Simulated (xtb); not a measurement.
C3H7FOSi, SMILES C[SiH2]O/C=C\F. All values are semi-empirical tight-binding results from xtb (GFN2-xTB unless named), good for trends rather than for accurate numbers. Coordinates come from a GFN2-xTB optimisation. The structure was generated by enumeration; whether it is a known compound was not checked. Other conformers were not sampled.

The point group as xtb finds it comes out as Cs and the orbital gap is 4.82 eV. The dipole moment is 2.50 D, the zero-point energy is 57.0 kcal/mol and the G − E(el) at 298.15 K (modified RRHO) is 35.9 kcal/mol. The static polarisability (D4 model) comes out as 72.2 bohr³. The solvation energy, GFN2-xTB/ALPB(water) comes out as -1.8 kcal/mol. The solvation energy, GFN2-xTB/ALPB(dmf) comes out as -5.7 kcal/mol.
